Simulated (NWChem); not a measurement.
Species: SiH3Cl; SMILES [SiH3]Cl

```xyz
5

Si     0.0000     0.0000    -0.9913
Cl     0.0000     0.0000     1.0764
H      0.9963     0.9963    -1.4734
H     -1.3610     0.3647    -1.4734
H      0.3647    -1.3610    -1.4734
```
Atoms are numbered in this order, from 1.

Results from NWChem. Pople sets run with spherical d functions. The geometry was optimised at PBE0/def2-SVP.

For level B3LYP/6-31+G*:

```yaml
highest occupied level (eV): -8.78
orbital gap (eV): 8.09
dipole (D): 1.70
```

Task: How do the values read with level B3LYP/STO-3G instead?

Result: 
| Property | Value |
|---|---|
| highest occupied level (eV) | -6.31 |
| orbital gap (eV) | 10.45 |
| dipole (D) | 2.51 |
